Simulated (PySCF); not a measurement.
# `C#CC1CCCC1`, C7H10

Molfile (atoms numbered from 1):
```
C7H10
     RDKit          3D

 17 17  0  0  0  0  0  0  0  0999 V2000
    3.2750    0.7621   -0.1792 C   0  0  0  0  0  0  0  0  0  0  0  0
    2.1445    0.5272    0.1888 C   0  0  0  0  0  0  0  0  0  0  0  0
    0.7830    0.2422    0.6231 C   0  0  0  0  0  0  0  0  0  0  0  0
   -0.2725    1.2734    0.1130 C   0  0  0  0  0  0  0  0  0  0  0  0
   -1.2605    0.4647   -0.7313 C   0  0  0  0  0  0  0  0  0  0  0  0
   -1.2215   -0.9251   -0.1035 C   0  0  0  0  0  0  0  0  0  0  0  0
    0.2687   -1.1388    0.1404 C   0  0  0  0  0  0  0  0  0  0  0  0
    4.2772    0.9713   -0.5028 H   0  0  0  0  0  0  0  0  0  0  0  0
    0.7845    0.2553    1.7259 H   0  0  0  0  0  0  0  0  0  0  0  0
   -0.7869    1.7205    0.9773 H   0  0  0  0  0  0  0  0  0  0  0  0
    0.1961    2.0962   -0.4439 H   0  0  0  0  0  0  0  0  0  0  0  0
   -2.2661    0.9106   -0.7571 H   0  0  0  0  0  0  0  0  0  0  0  0
   -0.9043    0.4025   -1.7733 H   0  0  0  0  0  0  0  0  0  0  0  0
   -1.6709   -1.7067   -0.7344 H   0  0  0  0  0  0  0  0  0  0  0  0
   -1.7688   -0.9213    0.8553 H   0  0  0  0  0  0  0  0  0  0  0  0
    0.4952   -1.9388    0.8599 H   0  0  0  0  0  0  0  0  0  0  0  0
    0.7665   -1.3998   -0.8066 H   0  0  0  0  0  0  0  0  0  0  0  0
  1  2  3  0
  2  3  1  0
  3  4  1  0
  4  5  1  0
  5  6  1  0
  6  7  1  0
  7  3  1  0
  1  8  1  0
  3  9  1  0
  4 10  1  0
  4 11  1  0
  5 12  1  0
  5 13  1  0
  6 14  1  0
  6 15  1  0
  7 16  1  0
  7 17  1  0
M  END
```

Method used: PySCF 2.14.0, quadratic response CAM-B3LYP/aug-cc-pVDZ first hyperpolarisability, Taylor convention, gas phase. Geometry: PBE0-D3(BJ)/def2-SVP.

Question: Give the tensor of the static β(0;0,0) in the axes of these coordinates.

Answer: In au, Taylor convention; rows are the first index (the induced dipole):
```csv
,xx,yy,zz,xy,xz,yz
x,-106.4,-12.6,-4.1,-23.6,+13.7,+7.5
y,-23.6,-1.9,-1.1,-12.6,+7.5,+1.4
z,+13.7,+1.4,+8.7,+7.5,-4.1,-1.1
```
Norm of βᵢ = ⅓ Σⱼ (βᵢⱼⱼ + βⱼᵢⱼ + βⱼⱼᵢ): 128.1 au, hyper-Rayleigh value 51.3 au.
